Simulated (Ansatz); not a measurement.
One change: `S[Si](S)(Cl)Cl` becomes `[SH][Sn]([SH])([Cl])[Cl]`.

Ansatz, PBE0-D4/def2-TZVP geometries, multiplicity 1. Each molecule was computed in one conformer, which needn't be the lowest.

Elements past krypton have def2 core potentials.

| property | `S[Si](S)(Cl)Cl` |
| --- | --- |
| LUMO energy (ωB97M-V/def2-TZVPP) / eV | 1.51 |
| HOMO–LUMO gap (PBE0/def2-TZVPP) / eV | 7.52 |
| HOMO–LUMO gap (ωB97M-V/def2-TZVPP) / eV | 11.76 |
| HOMO–LUMO gap (PBE/def2-TZVPP) / eV | 5.30 |
| LUMO energy (PBE0/def2-TZVPP) / eV | -0.54 |
| HOMO energy (PBE/def2-TZVPP) / eV | -6.80 |

Problem. What does the change do to each property? (An estimate is asked.)

Solution. The calculation gave: 
```json
{"property": "LUMO energy (ωB97M-V/def2-TZVPP) / eV", "`[SH][Sn]([SH])([Cl])[Cl]`": "-0.57", "shift": "-2.08"}
{"property": "HOMO–LUMO gap (PBE0/def2-TZVPP) / eV", "`[SH][Sn]([SH])([Cl])[Cl]`": "5.69", "shift": "-1.83"}
{"property": "HOMO–LUMO gap (ωB97M-V/def2-TZVPP) / eV", "`[SH][Sn]([SH])([Cl])[Cl]`": "9.87", "shift": "-1.89"}
{"property": "HOMO–LUMO gap (PBE/def2-TZVPP) / eV", "`[SH][Sn]([SH])([Cl])[Cl]`": "3.56", "shift": "-1.74"}
{"property": "LUMO energy (PBE0/def2-TZVPP) / eV", "`[SH][Sn]([SH])([Cl])[Cl]`": "-2.57", "shift": "-2.03"}
{"property": "HOMO energy (PBE/def2-TZVPP) / eV", "`[SH][Sn]([SH])([Cl])[Cl]`": "-6.99", "shift": "-0.19"}
```

With PBE0 the HOMO falls by 0.19 eV and the LUMO falls by 2.03 eV, so the gap narrows by about 1.84 eV. PBE moves the HOMO by -0.19 eV and ωB97M-V by -0.20 eV.
